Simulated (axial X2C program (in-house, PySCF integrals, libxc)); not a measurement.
**What spin–orbit coupling does to OsH⁺**

Calculated with an axial X2C code built on PySCF integrals. Spin-free means the one-electron spin-free X2C Hamiltonian; two-component (2c) means X2C with spin–orbit coupling and atomic mean-field two-electron Coulomb and Gaunt terms, so the difference of the two also holds small scalar two-electron terms. Basis: Os dyall-cv3z [13s14p9d6f4g], H dyall-v3z [6s2p1d] (cores contracted in-house); Gaussian nuclei, density fitting, unrestricted open shells. Masses: Os 191.961 u, H 1.008 u.

Spin-free state: M_S = 2, Λ = 1 (beyond evenly filled blocks: σα, π+α, π+β, π-α, δ+α, δ-α); fragments Os+ + H.

| level | Re (Å) | ωe (cm⁻¹) | De (eV) | μ (D) |
| --- | --- | --- | --- | --- |
| PBE0 | 1.588 | 2233.8 | 2.878 | -0.92 |
| BP86 | 1.596 | 2198.3 | 3.256 | -0.65 |

Dipoles are positive if H is the positive end and refer to the centre of mass.

Two-component determinant lowest at the distance of the search:

Ω = 3 (⟨Sz⟩ = 1.93, ⟨Lz⟩ = 1.07 at PBE0); fragments Os+ + H.

```csv
level,Re (Å),ωe (cm⁻¹),De (eV),μ (D)
PBE0,1.591,2220.7,2.827,-0.92
BP86,1.599,2183.8,3.265,-0.65
```

Question: From the two tables, how do the constants change at the PBE0 level (2c against spin-free)?

Answer: At the PBE0 level Re goes up by 0.003 Å and ωe goes down by 13.1 cm⁻¹; De changes by -0.051 eV.

One determinant describes the state; a PBE0 search over occupations chose it and may have missed a lower one. Dissociation energies refer to the lowest single-determinant-based atoms at the same level and basis. Density functionals use the spin component along the axis (collinear). PBE0 can misorder states that lie within some tenths of an eV, so this need not be the ground state of the molecule. The nearest other spin-free determinant of the search, M_S = 2, Λ = 2, lies 0.37 eV up at the distance of the search. The functionals have no current-density term, which raises determinants with orbital currents, atoms included. With several unpaired electrons one determinant need not be a pure state. Open-shell Ω = 0 determinants with evenly filled partner blocks cannot be reached by this program, so the Ω shown need not be the lowest component.
